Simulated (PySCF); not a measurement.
**Ionisation energy of Sm(52+) by level of theory**

Sm(52+) [Ne] → Sm(53+) [He] 2s2 2p5 [2p1/2^2 2p3/2^3, M_J = 3/2], as a difference of total energies. Computed with PySCF 2.14 in an uncontracted even-tempered set (17 s from 32 bohr⁻², ratio 2.4; 13 p from 42 bohr⁻², ratio 2.4; 5 d from 150 bohr⁻², ratio 2.6; 4 f from 230 bohr⁻², ratio 2.6), with the two-component X2C-1e Hamiltonian. Correlated levels: nothing frozen; the 30 highest virtual spinors dropped. "Screened" scales the spin-orbit matrix elements by Boettger's factors to mimic the two-electron term; Breit and QED terms are absent.

```tsv
method	ionisation energy (eV)
GHF (spin-free)	10692.0
GMP2 (spin-free)	10693.6
GHF (screened spin-orbit)	10502.9
GMP2 (screened spin-orbit)	10504.4
```

For this ion Breit and QED terms and the two-electron picture change, all absent here, outweigh the correlation shift from GHF to GMP2.

The spin-free rows lack the spin-orbit shift.

For comparison: 10494 ± 4 eV (theoretical estimate listed by NIST; NIST Atomic Spectra Database, ionization energies).
